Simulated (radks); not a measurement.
Species: Eu. Configuration: [Xe] 4f7 6s1 6f1 (not the ground configuration). Calculated with a radial shooting solver on a logarithmic mesh with Libxc functionals: scalar-relativistic Kohn-Sham, PBE, spin-polarised, spherical densities, finite nucleus; open shells are filled with parallel spins first (spin-orbit coupling, left out, can overturn this in heavy ions); Fermi nuclear charge, rms radius 5.1115 fm.

Unscreened Slater integrals over Kohn-Sham orbitals (cm^-1). They are taken over the spin-up orbitals.

F0(6f,6f): 7257.9
F2(6f,6f): 3707.6
F4(6f,6f): 2635.7
F6(6f,6f): 2068.6
F0(6f,6s): 10699
G3(6f,6s): 423.70
F0(6f,4f): 10787
F2(6f,4f): 148.85
F4(6f,4f): 31.595
F6(6f,4f): 17.818
G0(6f,4f): 39.838
G2(6f,4f): 30.844
G4(6f,4f): 20.578
G6(6f,4f): 15.057
F0(6f,5p): 10764
F2(6f,5p): 304.64
G2(6f,5p): 12.914
G4(6f,5p): 10.301
F0(6s,6s): 51664
F0(6s,4f): 66964
G3(6s,4f): 2756.2
F0(6s,5p): 64139
G1(6s,5p): 5016.6
F0(4f,4f): 219160
F2(4f,4f): 100860
F4(4f,4f): 62668
F6(4f,4f): 44916
F0(4f,5p): 144820
F2(4f,5p): 51586
G2(4f,5p): 29393
G4(4f,5p): 22091
F0(5p,5p): 122430
F2(5p,5p): 65693

Derived for the open shells (J is the average intra-shell exchange parameter used in DFT+U). 4f: F4/F2 = 0.621, F6/F2 = 0.445, J = (286 F2 + 195 F4 + 250 F6)/6435 = 8127 cm^-1. 6f: F4/F2 = 0.711, F6/F2 = 0.558, J = (286 F2 + 195 F4 + 250 F6)/6435 = 325.0 cm^-1.
